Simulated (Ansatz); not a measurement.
Several settings on one geometry of Be2S2⁻ (that of the charge -1 doublet, PBE0-D4/def2-TZVPD). Ansatz on 4 threads of Arm Neoverse V2 on a shared host; times are rough.

```xyz
4

Be    1.0152    0.1447    0.0521
Be   -1.0153   -0.1447   -0.0521
S    -0.2431    1.6194    0.2398
S     0.2432   -1.6194   -0.2397
```

Totals from different functionals, basis sets or treatments of relativity can't be compared as stabilities.

The 6-31G sets use Cartesian d functions. LC-ωPBE has ω = 0.4 bohr⁻¹.

The spins typed aren't always the lowest for that charge.

Task: Give the basis size and estimate the energy, ⟨S²⟩ and time of these runs.

```csv
run,method,charge,state,further keys
1,RKS LC-ωPBE/def2-mTZVPP,0,singlet,scf: {lower_state_search: light}; forces asked
2,UKS r2SCAN/def2-SVP,-1,doublet,scf: {omitted_lower_state_checks: [starts]}; forces asked
3,UKS r2SCAN-rVV10/6-31G*,-1,doublet,scf: {lower_state_search: full}; forces asked
```

Result: 
```json
{"run": "1", "functions": "76", "energy (Eh)": "-825.7230", "⟨S²⟩": "–", "wall time": "0.6 s"}
{"run": "2", "functions": "54", "energy (Eh)": "-825.6981", "⟨S²⟩": "0.77", "wall time": "1.4 s"}
{"run": "3", "functions": "68", "energy (Eh)": "-825.8883", "⟨S²⟩": "0.78", "wall time": "2.1 s"}
```

The highest occupied level of an anion often lies above zero with these methods, and sets without diffuse functions describe the outer electron poorly.
